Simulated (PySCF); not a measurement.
C2H9NO2Si.
Numbering: `[CH3:1][N:2]([CH3:3])[SiH:4]([OH:5])[OH:6]` (hydrogens: H7, H8, H9 on C1; H10, H11, H12 on C3; H13 on Si4; H14 on O5; H15 on O6)

Geometry (PBE0-D3(BJ)/def2-SVP, Å), atoms numbered from 1 in this order:
```
atom  x, y, z in Å
C1    -1.5968   -0.5895   -0.0516
N2    -0.3726    0.1660    0.0302
C3    -0.5461    1.5620    0.3417
Si4    1.1265   -0.5136   -0.4634
O5     2.2753    0.4499    0.2568
O6     1.1779   -2.1070    0.0010
H7    -2.2771   -0.2094   -0.8397
H8    -1.3825   -1.6454   -0.2724
H9    -2.1557   -0.5545    0.9037
H10   -1.0557    1.6913    1.3158
H11    0.4307    2.0592    0.4092
H12   -1.1564    2.0895   -0.4184
H13    1.4142   -0.5929   -1.9224
H14    3.1363    0.4474   -0.1707
H15    0.9710   -2.2620    0.9285
```

Method used: core-valence-separated Tamm–Dancoff BHandHLYP/aug-pcX-1 (pcseg-1 on H, def2-SVPD on Si) in PySCF, non-relativistic, gas phase, PBE0-D3(BJ)/def2-SVP geometry.

Computed nitrogen K-edge spectrum, Gaussian lines of 0.3 eV full width, highest printed point 100; it ends one width below the last computed root. BHandHLYP without relativity tends to put these K edges a few eV too low, so spacings mean more than positions.

```json
{"photon energy (eV)": "400.0", "absorption": "0"}
{"photon energy (eV)": "400.1", "absorption": "1"}
{"photon energy (eV)": "400.2", "absorption": "8"}
{"photon energy (eV)": "400.3", "absorption": "22"}
{"photon energy (eV)": "400.4", "absorption": "37"}
{"photon energy (eV)": "400.5", "absorption": "52"}
{"photon energy (eV)": "400.6", "absorption": "75"}
{"photon energy (eV)": "400.7", "absorption": "88"}
{"photon energy (eV)": "400.8", "absorption": "63"}
{"photon energy (eV)": "400.9", "absorption": "27"}
{"photon energy (eV)": "401.0", "absorption": "8"}
{"photon energy (eV)": "401.1", "absorption": "3"}
{"photon energy (eV)": "401.2", "absorption": "4"}
{"photon energy (eV)": "401.3", "absorption": "11"}
{"photon energy (eV)": "401.4", "absorption": "28"}
{"photon energy (eV)": "401.5", "absorption": "53"}
{"photon energy (eV)": "401.6", "absorption": "82"}
{"photon energy (eV)": "401.7", "absorption": "100"}
{"photon energy (eV)": "401.8", "absorption": "85"}
```

Assign the maxima to core holes.

2 maxima:
- 400.7 eV: N2 (silicon-bound nitrogen), 400.68 eV, f = 0.010, 61 % of the height at the exact maximum; N2 (silicon-bound nitrogen), 400.73 eV, f = 0.006, 35 % of the height at the exact maximum
- 401.7 eV: N2 (silicon-bound nitrogen), 401.68 eV, f = 0.010, 53 % of the height at the exact maximum; N2 (silicon-bound nitrogen), 401.79 eV, f = 0.009, 41 % of the height at the exact maximum

Further lines of some strength in the range: N2, 400.41 eV, f = 0.006; N2, 401.49 eV, f = 0.005.

Roots within 0.03 eV on the same or equivalent atoms count as one line; shares under 12 % aren't listed.

Vibrational structure and lifetime widths aren't in the curve. The ionisation threshold wasn't computed; near and above it a finite basis only mimics Rydberg series and continuum.

Hardware: one thread, AMD EPYC (x86_64), no GPU, shared host. Cost: 39 s wall, 0.94 GiB resident at most.

One conformer stands for the species.
